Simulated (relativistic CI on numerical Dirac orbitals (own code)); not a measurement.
## Fe²⁺: resonant inelastic scattering at the M2,3 edge

Computed with this model: Dirac-Coulomb-Breit CI, orbitals from a KLI potential per configuration, a model potential for QED, valence Slater integrals scaled by 0.8, Kramers-Heisenberg scattering through one core-hole configuration in a parametric crystal field; configurations [Ar] 3d6 → [Ne] 3s2 3p5 3d7; 80 K; core-hole width 1.2 eV; summed over polarisations. Incident energies are the highest absorption maxima for each field (at most a few, so the weaker spin-orbit partner edge can be absent), on the computed scale of the free ion. Intensities are in per cent of the strongest line above 0.02 eV; levels within 1 cm⁻¹ are merged; final levels count from the ground level, the first row holds all elastic scattering, lines under 0.4 are left out and each table stops after 24 rows. The scale of the Slater integrals is a model choice and moves the terms in proportion.

Field parameters in Wybourne normalisation: D3d B²₀ = −7Dσ, B⁴₀ = −14Dq − 21Dτ, B⁴₃ = −14√(10/7) Dq. The field is a parameter set, without covalency.

S is read from ⟨S²⟩ = S(S + 1).

D3d, 10Dq = 9350, Dσ = -1200, Dτ = -50 cm⁻¹:

```csv
Final level (eV),Degeneracy,Irrep,S,56.7 eV,60.3 eV
0.000,2,E,2.00,88.5,344.2
0.017,1,A1,2.00,1.2,4.3
0.018,1,A2,2.00,1.0,5.0
0.035,2,E,2.00,0.3,0.8
0.052,2,E,2.00,0.7,5.0
0.068,2,A1+A2,2.00,5.4,61.5
0.549,1,A1,2.00,0.1,1.1
0.550,2,E,2.00,0.7,9.9
0.552,2,E,2.00,5.4,100.0
1.380,1,A1,1.89,6.4,38.8
1.382,1,A2,1.99,7.2,43.2
1.387,2,E,1.99,1.7,9.0
1.392,2,E,1.99,0.4,1.6
1.397,2,A1+A2,1.88,1.6,5.8
1.399,1,A1,1.34,0.6,4.2
1.401,2,E,2.00,10.9,31.3
1.420,2,E,1.01,0.1,1.2
1.453,1,A2,1.01,0.3,0.7
2.733,2,,1.00,0.1,0.4
3.114,2,,0.99,0.1,0.6
3.387,2,,0.99,0.1,0.5
3.410,2,,0.98,1.0,0.5
3.579,2,,0.96,0.5,0.3
4.482,2,,0.99,0.2,0.8
```

D3d, 10Dq = 9350, Dσ = -860, Dτ = -50 cm⁻¹:

| Final level (eV) | Degeneracy | Irrep | S | 56.7 eV | 60.3 eV |
| --- | --- | --- | --- | --- | --- |
| 0.000 | 2 | E | 2.00 | 71.9 | 293.3 |
| 0.015 | 1 | A1 | 2.00 | 0.9 | 3.9 |
| 0.017 | 1 | A2 | 2.00 | 0.8 | 4.9 |
| 0.032 | 2 | E | 2.00 | 0.3 | 0.8 |
| 0.048 | 2 | E | 2.00 | 0.7 | 6.0 |
| 0.064 | 2 | A1+A2 | 2.00 | 4.9 | 60.9 |
| 0.407 | 1 | A1 | 2.00 | 0.2 | 1.4 |
| 0.408 | 2 | E | 2.00 | 0.7 | 11.4 |
| 0.410 | 2 | E | 2.00 | 4.7 | 100.0 |
| 1.312 | 2 | A1+A2 | 2.00 | 11.4 | 65.4 |
| 1.315 | 2 | E | 2.00 | 1.6 | 8.1 |
| 1.319 | 2 | E | 2.00 | 0.4 | 1.8 |
| 1.323 | 1 | A2 | 2.00 | 0.7 | 2.7 |
| 1.323 | 1 | A1 | 2.00 | 0.5 | 2.6 |
| 1.326 | 2 | E | 2.00 | 9.9 | 29.9 |
| 1.402 | 2 | E | 1.00 | 0.1 | 1.0 |
| 3.000 | 2 |  | 1.00 | 0.0 | 0.6 |
| 3.356 | 2 |  | 0.99 | 0.2 | 0.4 |
| 3.367 | 2 |  | 0.98 | 0.8 | 0.4 |
| 3.518 | 2 |  | 0.98 | 0.4 | 0.3 |
| 4.428 | 2 |  | 0.99 | 0.2 | 0.6 |

D3d, 10Dq = 9350, Dσ = -510, Dτ = -50 cm⁻¹:

```
Final level (eV)  Degeneracy  Irrep     S  56.7 eV  60.2 eV
           0.000           2      E  2.00     65.0    279.2
           0.013           1     A1  2.00      0.7      4.2
           0.016           1     A2  2.00      0.7      6.0
           0.029           2      E  2.00      0.3      1.5
           0.043           2      E  2.00      0.8      8.5
           0.058           2  A1+A2  2.00      4.7     62.4
           0.266           1     A1  2.00      0.2      2.2
           0.267           2      E  2.00      1.0     14.2
           0.268           2      E  2.00      4.6    100.0
           1.249           2  A1+A2  2.00      9.9     52.4
           1.251           2      E  2.00      1.8      8.2
           1.253           2      E  2.00      0.6      2.4
           1.255           1     A2  2.00      0.9      3.3
           1.256           1     A1  2.00      0.5      3.0
           1.258           2      E  2.00      9.9     32.1
           1.378           2      E  1.00      0.1      0.8
           2.892           2         1.00      0.0      0.5
           3.314           2         0.97      0.6      0.4
           3.322           2         1.00      0.3      0.4
           3.459           2         0.98      0.4      0.3
           4.386           2         0.99      0.1      0.5
```

For the first field the strongest loss at the lowest incident energy is the level at 1.40 eV (S = 2.00, against 2.00 in the thermal ground state).
